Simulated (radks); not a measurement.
Neutral chlorine, 17 electrons, occupied as [Ne] 3s2 3p5. All-electron calculation, non-relativistic Kohn-Sham, LDA (Slater exchange, Perdew-Wang correlation), spin-polarised, spherical densities, point nucleus; open shells are filled with parallel spins first. Program: a radial shooting solver on a logarithmic mesh with Libxc functionals.

Unscreened Slater integrals over Kohn-Sham orbitals (cm^-1). They are taken over the spin-up orbitals.

integral    value
F0(3p,3p)  108990
F2(3p,3p)   53607
F0(3p,3s)  117810
G1(3p,3s)   76526
F0(3p,2p)  151170
F2(3p,2p)   24298
G0(3p,2p)  9545.1
G2(3p,2p)  9536.7
F0(3s,3s)  128840
F0(3s,2p)  172760
G1(3s,2p)   12616
F0(2p,2p)  492900
F2(2p,2p)  228560

Derived for the open shells (J is the average intra-shell exchange parameter used in DFT+U). 3p: J = F2/5 = 10720 cm^-1.
